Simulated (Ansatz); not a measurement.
Species: Si$_{2}$H$_{4}$F$_{2}$, charge 0, singlet. Si2H4F2 (SMILES F[SiH](F)[SiH3]).
B3LYP-D3(BJ)/def2-TZVP minimum from Ansatz (a program for electronic structure):
```
Si
F 1 1.6000
F 1 1.6000 2 107.00
H 1 1.4770 2 107.20 3 114.74
Si 1 2.3448 4 116.07 2 -122.70
H 5 1.4806 1 109.96 4 180.00
H 5 1.4818 6 109.76 1 -119.97
H 5 1.4818 6 109.76 7 -120.06
```

Total energies in hartree (Ansatz). Open shells are spin-unrestricted; no spin-orbit coupling. Correlated methods leave the cores frozen. No relativity. For partners of very few electrons the exact lower level stands in for a higher one.

```tsv
species	HF/cc-pV(T+d)Z	CCSD(T)/cc-pV(T+d)Z	HF/cc-pV(Q+d)Z	CCSD(T)/cc-pV(Q+d)Z	CCSD(T)/cc-pV(D+d)Z	CCSDT(Q)/cc-pV(D+d)Z
1: Si2H4F2 (difluoro(silyl)silane, SMILES F[SiH](F)[SiH3])	-779.31286	-780.11728	-779.34020	-780.20938	-779.82310	-779.82538
2: Si (triplet)	-288.85649	-288.93344	-288.85845	-288.93781	-288.91643	-288.91690
3: F (doublet)	-99.40552	-99.62036	-99.41377	-99.65026	-99.52757	-99.52776
4: H (doublet)	-0.49981	-0.49981	-0.49995	-0.49995	-0.49928	-0.49928
```

**Question.** Work out the atomisation energy (electronic, to ground-state atoms) in kcal/mol: take Hartree-Fock from cc-pV(Q+d)Z, extrapolate the CCSD(T) correlation energy as X^-3 (X = 3, 4), and add CCSDT(Q) - CCSD(T) in cc-pV(D+d)Z. 1 hartree = 627.51 kcal/mol.

**Answer.** 
Species 1: correlation (64·(-0.86918) - 27·(-0.80442))/37 = -0.91644; step -0.00228; E1 = -779.34020 + (-0.91644) + (-0.00228) = -780.25892
Species 2: correlation (64·(-0.07936) - 27·(-0.07695))/37 = -0.08112; step -0.00047; E2 = -288.85845 + (-0.08112) + (-0.00047) = -288.94004
Species 3: correlation (64·(-0.23649) - 27·(-0.21484))/37 = -0.25229; step -0.00019; E3 = -99.41377 + (-0.25229) + (-0.00019) = -99.66625
Species 4: correlation (64·(0.00000) - 27·(0.00000))/37 = 0.00000; step +0.00000; E4 = -0.49995 + (0.00000) + (+0.00000) = -0.49995
-1·E1 +2·E2 +2·E3 +4·E4 = 1.04654 hartree = 656.7 kcal/mol.
